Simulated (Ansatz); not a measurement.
Two isomers of CH7GeNSi: A = `[CH2]1[SiH2][NH][GeH2]1`, B = `[SiH3][GeH]1[CH2][NH]1`.

Program: Ansatz. Geometries: PBE0-D4/def2-TZVP. ΔE: electronic, gas phase. CBS: MP2 limit from def2 TZ/QZ plus the TZ coupled-cluster correction, frozen cores. Functionals use def2-TZVPP. B3LYP here is the variant with VWN-RPA as its local correlation; programs differ in this. For Ge outer-core shells are correlated without core-valence functions, which leaves a few kJ/mol of doubt a bond. Scalar relativity is left out up to krypton.

Question: Which isomer does CCSD(T)/CBS put lower? Give the gap. (An estimate is asked.)

Answer: Computed: A, by 212.7 kJ/mol.

Question: Give E(B) − E(A) in kJ/mol with PBE0-D4, B2PLYP, r2SCAN-D4, MP2/def2-TZVPP, B3LYP-D4, HF/def2-TZVPP, CCSD/def2-TZVPP. (Best estimate.)

Answer: Ansatz gave: PBE0-D4 206.2, B2PLYP 211.4, r2SCAN-D4 204.4, MP2/def2-TZVPP 222.7, B3LYP-D4 206.5, HF/def2-TZVPP 246.3, CCSD/def2-TZVPP 221.3. None reverses the order clearly.

Largest T1 diagnostic: 0.013.

From PBE to PBE0 (25 % exact exchange), in def2-TZVPP and without D4, E(B) − E(A) moves by +21.3 kJ/mol. The D4 term adds +4.9 kJ/mol with B3LYP and +2.3 kJ/mol with PBE0; it sums over pairs of atoms, weighted by their polarisabilities, and B3LYP, whose exchange is more repulsive, gets the larger term.
